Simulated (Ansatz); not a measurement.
Reaction (isomerisation): `CC/C=C(\C)CC` → `C[C@@H]1CC[C@@H](C)C1`

Isolated molecules relaxed with PBE0-D4/def2-TZVP in Ansatz; ΔE leaves out vibrations. CCSD(T)/CBS adds triple-zeta CCSD(T) − MP2 to the extrapolated MP2 energy (def2 sets, frozen cores). DFT in def2-TZVPP. One conformer a species, not always the lowest.

`CC/C=C(\C)CC`:

Cartesian coordinates in Å:
```
C 1.225 2.579 0.728
C 0.265 2.074 -0.345
C -0.496 0.871 0.105
C -0.451 -0.372 -0.379
C 0.394 -0.799 -1.538
C -1.285 -1.456 0.245
C -0.466 -2.561 0.905
H 0.693 2.802 1.657
H 1.735 3.491 0.408
H 1.983 1.826 0.956
H 0.818 1.871 -1.264
H -0.446 2.874 -0.587
H -1.155 1.044 0.956
H 1.144 -1.533 -1.230
H 0.919 0.030 -2.011
H -0.224 -1.286 -2.301
H -1.954 -1.010 0.986
H -1.926 -1.904 -0.526
H 0.163 -3.087 0.183
H -1.119 -3.303 1.371
H 0.185 -2.150 1.680
```

`C[C@@H]1CC[C@@H](C)C1`:

Z-matrix (Å, degrees):
```
C
C 1 1.516
H 1 1.093 2 111.5
H 1 1.094 2 111.5 3 120.4
H 1 1.095 2 110.6 3 -119.7
C 2 1.530 1 114.4 3 -179.7
C 2 1.543 1 114.2 3 60.3
H 2 1.097 1 108.3 3 -60.2
C 6 1.520 2 103.4 1 -159.6
H 6 1.093 2 112.7 1 76.9
H 6 1.097 2 109.6 1 -42.5
C 7 1.543 2 107.0 1 138.4
H 7 1.094 2 110.9 1 -100.6
H 7 1.094 2 110.8 1 17.3
H 9 1.097 6 109.8 2 -74.1
H 9 1.093 6 113.9 2 165.6
C 12 1.516 7 114.2 2 138.5
H 12 1.097 7 108.1 2 -100.9
H 17 1.095 12 110.6 7 -59.4
H 17 1.094 12 111.5 7 -179.3
H 17 1.093 12 111.5 7 60.3
```

```csv
species,PBE-D4 energy (Eh)
`CC/C=C(\C)CC`,-274.88348
`C[C@@H]1CC[C@@H](C)C1`,-274.90443
```

(1) Work out ΔE.

Largest T1 diagnostic among the species: 0.009.

Results:

(1) ΔE = (-274.90443) − (-274.88348) = -0.02095 Eh = -55.0 kJ/mol. CCSD(T)/CBS gives -60.3 kJ/mol.

Leaving LDA and LC-ωPBE aside and taking each functional with its dispersion term where it has one, the values, not all of them listed here, spread over 43.1 kJ/mol, from PBE-QIDH to BLYP-D4. LDA lies −25.7 kJ/mol from PBE without D4. From PBE to PBE0 (25 % exact exchange), in def2-TZVPP and without D4, ΔE moves by −13.4 kJ/mol. At CCSD(T), def2-SVP lies −5.0 kJ/mol from the extrapolated value and def2-TZVPP −1.4 kJ/mol.
